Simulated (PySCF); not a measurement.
C2H5Cl2Si (SMILES [CH2][Si](C)(Cl)Cl), doublet, at a GFN2-xTB geometry; PySCF with SVWN5/3-21G.

The PySCF input:
```python
from pyscf import gto, scf, dft

mol = gto.Mole()
mol.atom = '''
    C    -1.30812215   -1.52127764   -0.54406338
    Si    0.01262226   -0.32473758   -0.06082586
    C     1.73881233   -1.12320320    0.11087430
    Cl   -0.46846581    0.51463813    1.72890142
    Cl    0.13777144    1.13737520   -1.46996919
    H    -1.54162794   -1.73775962   -1.57106094
    H    -1.87363874   -2.07880668    0.18082678
    H     1.73631846   -1.90049328    0.86868372
    H     2.48251296   -0.38326933    0.39586340
    H     2.05738669   -1.57068661   -0.82546441
'''
mol.basis = '3-21g'
mol.spin = 1
mol.verbose = 4
mol.build()

mf = dft.UKS(mol)
mf.xc = 'lda,vwn'
mf.kernel()
```

Q: Predict the main parts of the log of this PySCF run.

A: 
```
PySCF version 2.14.0

[INPUT] verbose = 4
[INPUT] num. atoms = 10
[INPUT] num. electrons = 65
[INPUT] charge = 0
[INPUT] spin (= nelec alpha-beta = 2S) = 1
[INPUT] symmetry False subgroup None
[INPUT] Mole.unit = angstrom
[INPUT] Symbol           X                Y                Z      unit          X                Y                Z       unit  Magmom
[INPUT]  1 C     -1.308122150000  -1.521277640000  -0.544063380000 AA   -2.471992600977  -2.874798099025  -1.028130782605 Bohr   0.0
[INPUT]  2 Si     0.012622260000  -0.324737580000  -0.060825860000 AA    0.023852614473  -0.613665088554  -0.114944216691 Bohr   0.0
[INPUT]  3 C      1.738812330000  -1.123203200000   0.110874300000 AA    3.285879085717  -2.122546430235   0.209522061253 Bohr   0.0
[INPUT]  4 Cl    -0.468465810000   0.514638130000   1.728901420000 AA   -0.885272079623   0.972525118958   3.267150180172 Bohr   0.0
[INPUT]  5 Cl     0.137771440000   1.137375200000  -1.469969190000 AA    0.260350289387   2.149327628872  -2.777839180649 Bohr   0.0
[INPUT]  6 H     -1.541627940000  -1.737759620000  -1.571060940000 AA   -2.913254592577  -3.283889752128  -2.968874901602 Bohr   0.0
[INPUT]  7 H     -1.873638740000  -2.078806680000   0.180826780000 AA   -3.540664074975  -3.928375291116   0.341713090187 Bohr   0.0
[INPUT]  8 H      1.736318460000  -1.900493280000   0.868683720000 AA    3.281166354427  -3.591411800776   1.641574319668 Bohr   0.0
[INPUT]  9 H      2.482512960000  -0.383269330000   0.395863400000 AA    4.691269595083  -0.724274065646   0.748073408739 Bohr   0.0
[INPUT] 10 H      2.057386690000  -1.570686610000  -0.825464410000 AA    3.887897376425  -2.968167520422  -1.559901660476 Bohr   0.0

nuclear repulsion = 351.64650239852
number of shells = 41
number of NR pGTOs = 126
number of NR cGTOs = 67
basis = 3-21g
ecp = {}

******** <class 'pyscf.dft.uks.UKS'> ********
method = UKS
initial guess = minao
damping factor = 0
level_shift factor = 0
DIIS = <class 'pyscf.scf.diis.CDIIS'>
diis_start_cycle = 1
diis_space = 8
diis_damp = 0
SCF conv_tol = 1e-09
SCF conv_tol_grad = None
SCF max_cycles = 50
direct_scf = True
direct_scf_tol = 1e-13
number electrons alpha = 33  beta = 32
XC library pyscf.dft.libxc version 7.1.2
    S. Lehtola, C. Steigemann, M. J. T. Oliveira, and M. A. L. Marques,  SoftwareX 7, 1–5 (2018)
XC functionals = lda,vwn
    P. A. M. Dirac,  Math. Proc. Cambridge Philos. Soc. 26, 376 (1930)
    F. Bloch,  Z. Phys. 57, 545 (1929)
    S. H. Vosko, L. Wilk, and M. Nusair,  Can. J. Phys. 58, 1200 (1980)
radial grids:
    Treutler-Ahlrichs [JCP 102, 346 (1995); DOI:10.1063/1.469408] (M4) radial grids

becke partition: Becke, JCP 88, 2547 (1988); DOI:10.1063/1.454033
pruning grids: <function nwchem_prune>
grids dens level: 3
symmetrized grids: False
atomic radii adjust function: <function treutler_atomic_radii_adjust>
small_rho_cutoff = 0
Set gradient conv threshold to 3.16228e-05
tot grids = 134216
init E= -1277.3926892005

cycle= 1 E= -1277.80125205458  delta_E= -0.409  |g|= 0.375  |ddm|= 2.15
cycle= 2 E= -1277.72625636759  delta_E= 0.075  |g|= 0.521  |ddm|= 1.13
cycle= 3 E= -1277.88372275312  delta_E= -0.157  |g|= 0.0314  |ddm|= 0.67
cycle= 4 E= -1277.88411812567  delta_E= -0.000395  |g|= 0.0199  |ddm|= 0.0716
cycle= 5 E= -1277.88433454666  delta_E= -0.000216  |g|= 0.00322  |ddm|= 0.027
cycle= 6 E= -1277.88434183766  delta_E= -7.29e-06  |g|= 0.000726  |ddm|= 0.00604
cycle= 7 E= -1277.88434220865  delta_E= -3.71e-07  |g|= 0.000311  |ddm|= 0.0017
cycle= 8 E= -1277.88434226443  delta_E= -5.58e-08  |g|= 0.000141  |ddm|= 0.000744
cycle= 9 E= -1277.88434227586  delta_E= -1.14e-08  |g|= 7.98e-06  |ddm|= 0.000205
cycle= 10 E= -1277.88434227591  delta_E= -5.73e-11  |g|= 1.26e-06  |ddm|= 1.88e-05
Extra cycle  E= -1277.88434227591  delta_E= -9.09e-13  |g|= 1.28e-06  |ddm|= 4.48e-06
converged SCF energy = -1277.88434227591  <S^2> = 0.7522432  2S+1 = 2.0022419
```
